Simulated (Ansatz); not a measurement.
Geometry optimisation, RKS PBE/def2-SVP in Ansatz.

Input:

```yaml
crystal:
  periodic: [false, false, false]
  atoms:
    - { symbol: Ga, position_ang: [-1.553153, -0.607256, -1.262736] }
    - { symbol: Cl, position_ang: [-1.18922, 1.552815, -1.689874] }
    - { symbol: H, position_ang: [-0.448056, -1.530372, -1.886525] }
    - { symbol: H, position_ang: [-2.9646, -0.908353, -0.6519] }
    - { symbol: H, position_ang: [0.808555, 0.01193, 1.260475] }
    - { symbol: "N", position_ang: [0.033189, -0.604488, 1.525011] }
    - { symbol: H, position_ang: [1.16198, 1.733145, -0.532421] }
    - { symbol: O, position_ang: [1.972973, 1.356007, -0.139486] }
    - { symbol: H, position_ang: [0.420559, -1.498934, 1.850662] }
    - { symbol: H, position_ang: [-0.455316, -0.179293, 2.322087] }
    - { symbol: H, position_ang: [2.21309, 0.674899, -0.795295] }
basis:
  gaussian: { orbitals: def2-SVP }
hamiltonian:
  xc: pbe
relax:
  f_tol: 0.03
  max_steps: 50
output:
  orbitals: {}
```

Command:

```bash
$ ansatz run input.yaml --threads 2 --pin off --max-ram 3072MiB --backend cpu --events-out ev --progress --plain --runs-dir out
```

**Question.** Where does it end, and by what steps?

**Answer.** The run converged. After 9 steps the energy has fallen by 1.037 eV; Ga1 moved furthest, 0.63 Å. Joined: Ga1–N6 (3.21 → 2.10 Å).

```
step  energy less start (eV)  largest force component (eV/Å)  accepted
   0                  0.0000                           0.592       yes
   1                 -0.2751                           0.578       yes
   2                 -0.6239                           0.706       yes
   3                 -0.9664                           0.528       yes
   4                 -0.9553                           1.167        no
   5                 -1.0269                           0.256       yes
   6                 -1.0297                           0.236       yes
   7                 -1.0269                           0.280        no
   8                 -1.0356                           0.174       yes
   9                 -1.0368                           0.015       yes
```

```xyz
11
Properties=species:S:1:pos:R:3
Ga -1.236 -0.634 -0.721
Cl -1.021 1.556 -1.285
H -0.293 -1.538 -1.611
H -2.713 -0.957 -0.275
H 0.728 0.054 0.821
N -0.132 -0.512 1.065
H 1.031 1.563 -0.503
O 1.802 1.170 -0.014
H 0.164 -1.424 1.439
H -0.639 -0.017 1.812
H 2.310 0.739 -0.727
```

Time of the run: 21 s on 2 threads of Arm Neoverse V2, on a shared host, peak memory 0.16 GiB.
